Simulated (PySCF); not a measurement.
# How methods differ on the ionisation energy of Rb

Rb [Kr] 5s1 (2S) → Rb⁺ [Kr] (1S), as a difference of total energies. Calculation: PySCF 2.14, in x2c-TZVPPall; the spin-free X2C one-electron Hamiltonian (Gaussian nucleus). Correlated levels: valence and next inner shell: [Ar] 3d10 frozen. The calculations carry no spin-orbit coupling.

```tsv
method	ionisation energy (eV)	error (eV)
UHF	3.798	-0.379
LDA	4.388	+0.211
PBE	4.278	+0.101
PBE0	4.199	+0.022
r2SCAN	4.063	-0.114
M06	3.891	-0.286
M06-L	3.531	-0.646
TPSS	4.068	-0.109
MP2 (valence and next inner shell)	4.102	-0.075
SCS-MP2 (valence and next inner shell)	4.043	-0.134
```

Reference: 4.177 eV (measured; NIST Atomic Spectra Database, ionization energies).

Errors of the correlated levels include the incompleteness of this basis and the frozen core.
